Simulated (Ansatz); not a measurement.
**Cost against result**

Saddle point of Si2PH9O, singlet (Si₂H₆O ([SiH3][O][SiH3]) + PH₃ → Si₂PH₇O ([SiH3][O][SiH2][PH2]) + H₂; bonds formed: Si1–P8, H2–H7; bonds broken: Si1–H2, H7–P8), PBE0-D4/def2-TZVP structure:

```
13
angstrom
Si -0.7792 0.8600 0.0983
H 1.0173 0.3927 -0.1648
O -0.9219 -0.4544 1.0838
Si 0.1965 -1.4959 1.6945
H -2.2200 1.0977 -0.2041
H -0.2368 2.1114 0.6881
H 1.3911 0.9727 -1.1857
P 0.1216 0.9881 -2.0329
H 1.2498 -0.7817 2.4620
H -0.5301 -2.4184 2.6012
H 0.8381 -2.2824 0.6082
H -0.4145 1.3874 -3.3182
H 0.2882 -0.3773 -2.3302
```

Barriers are electronic and count from the start structure reached by relaxing down the imaginary mode.

Program: Ansatz 0.2.0. Basis: as named in each row. Cores are frozen in the correlated methods. B3LYP uses VWN-RPA correlation. Extrapolation: Hartree–Fock as exp(−7.88 √X), correlation as X^−2.97.

Times are rough, for one single point on 8 threads of a shared host (Arm Neoverse V2).

The estimate by CCSD(T) at an estimated basis limit (MP2 extrapolated from triple and quadruple zeta, plus CCSD(T) − MP2 in triple zeta) is 2.584 eV.

```json
{"method": "HF", "basis": "STO-3G", "time (s)": "under 1", "barrier (eV)": "5.384", "method less estimate": "2.800"}
{"method": "PBE-D4", "basis": "STO-3G", "time (s)": "under 1", "barrier (eV)": "2.980", "method less estimate": "0.396"}
{"method": "SPW92", "basis": "def2-SVP", "time (s)": "under 1", "barrier (eV)": "1.774", "method less estimate": "-0.810"}
{"method": "B3LYP-D4", "basis": "6-31G", "time (s)": "under 1", "barrier (eV)": "2.882", "method less estimate": "0.298"}
{"method": "PBE-D4", "basis": "def2-SVP", "time (s)": "under 1", "barrier (eV)": "2.075", "method less estimate": "-0.509"}
{"method": "PBE0-D4", "basis": "def2-SVP", "time (s)": "under 1", "barrier (eV)": "2.352", "method less estimate": "-0.231"}
{"method": "SPW92", "basis": "def2-TZVPP", "time (s)": "under 1", "barrier (eV)": "1.717", "method less estimate": "-0.867"}
{"method": "PBE-D4", "basis": "def2-TZVPP", "time (s)": "1", "barrier (eV)": "2.002", "method less estimate": "-0.582"}
{"method": "BLYP-D4", "basis": "def2-TZVPP", "time (s)": "1", "barrier (eV)": "2.313", "method less estimate": "-0.270"}
{"method": "B3LYP-D4", "basis": "def2-TZVPP", "time (s)": "2", "barrier (eV)": "2.506", "method less estimate": "-0.078"}
{"method": "BHLYP-D4", "basis": "def2-TZVPP", "time (s)": "2", "barrier (eV)": "2.823", "method less estimate": "0.239"}
{"method": "PBE0-D4", "basis": "def2-TZVPP", "time (s)": "2", "barrier (eV)": "2.258", "method less estimate": "-0.326"}
{"method": "CAM-B3LYP-D4", "basis": "def2-TZVPP", "time (s)": "2", "barrier (eV)": "2.675", "method less estimate": "0.091"}
{"method": "CCSD(T)", "basis": "def2-SVP", "time (s)": "2", "barrier (eV)": "2.917", "method less estimate": "0.333"}
{"method": "r2SCAN-D4", "basis": "def2-TZVPP", "time (s)": "3", "barrier (eV)": "2.222", "method less estimate": "-0.362"}
{"method": "wB97M-V", "basis": "def2-SVP", "time (s)": "3", "barrier (eV)": "2.687", "method less estimate": "0.104"}
{"method": "r2SCAN0-D4", "basis": "def2-TZVPP", "time (s)": "3", "barrier (eV)": "2.404", "method less estimate": "-0.180"}
{"method": "RPA on PBE", "basis": "def2-TZVPP", "time (s)": "3", "barrier (eV)": "2.696", "method less estimate": "0.112"}
{"method": "B2PLYP", "basis": "def2-TZVPP", "time (s)": "3", "barrier (eV)": "2.658", "method less estimate": "0.074"}
{"method": "PBE-QIDH", "basis": "def2-TZVPP", "time (s)": "4", "barrier (eV)": "2.514", "method less estimate": "-0.070"}
{"method": "wB97X-V", "basis": "def2-TZVPP", "time (s)": "4", "barrier (eV)": "2.649", "method less estimate": "0.065"}
{"method": "wB97M-V", "basis": "def2-TZVPP", "time (s)": "6", "barrier (eV)": "2.611", "method less estimate": "0.027"}
{"method": "B97M-V", "basis": "def2-TZVPP", "time (s)": "6", "barrier (eV)": "2.294", "method less estimate": "-0.290"}
{"method": "MP2", "basis": "def2-QZVPP", "time (s)": "14", "barrier (eV)": "2.564", "method less estimate": "-0.020"}
{"method": "CCSD(T)", "basis": "def2-TZVPP", "time (s)": "86", "barrier (eV)": "2.658", "method less estimate": "0.074"}
```

All methods are single points on the PBE0-D4 structures.

No T1 diagnostic of these runs exceeds 0.015.

Labels in which every atom is bracketed show which atoms are joined, not bond orders.
